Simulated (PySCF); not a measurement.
**How methods differ on the ionisation energy of V**

V [Ar] 3d3 4s2 (4F) → V⁺ [Ar] 3d4 (5D), as a difference of total energies. Computed with PySCF 2.14 in 6-31G*, with the non-relativistic Hamiltonian (point nucleus). The calculations carry no spin-orbit coupling.

```csv
method,ionisation energy (eV)
MN15,6.515
M06-2X,7.457
```

These non-relativistic numbers lack the scalar-relativistic shift.

For comparison: 6.732 eV (measured; NIST levels, between the centres of gravity of the two terms).
